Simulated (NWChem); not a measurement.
Molecule: SiNH3S, singlet; SMILES N[Si]S

```xyz
6

Si    -0.7025    -0.6302     0.0000
N      0.7659    -1.5241     0.0000
H      0.7433    -2.5385     0.0000
H      1.7175    -1.1672     0.0000
S      0.1941     1.3487     0.0000
H     -0.9908     1.9945     0.0000
```
Atoms are numbered in this order, from 1.

All runs: NWChem. Low-valent species are run as closed-shell singlets; no triplet was tried in these runs. Geometry: optimised at PBE0/def2-SVP. Level: PBE0/def2-SVP with SMD (1 M gas to 1 M solution), gas-phase geometry. Reactions with the solvent are ignored.

For solvent n-hexane:

| Quantity | Result |
|---|---|
| cavity-dispersion-structure term (kcal/mol) | -1.1 |
| dipole in solution (D) | 1.76 |

Problem. How do the values read with solvent water instead?

Solution. The cavity-dispersion-structure term (kcal/mol) comes out as 1.7 and the dipole in solution (D) is 2.05.
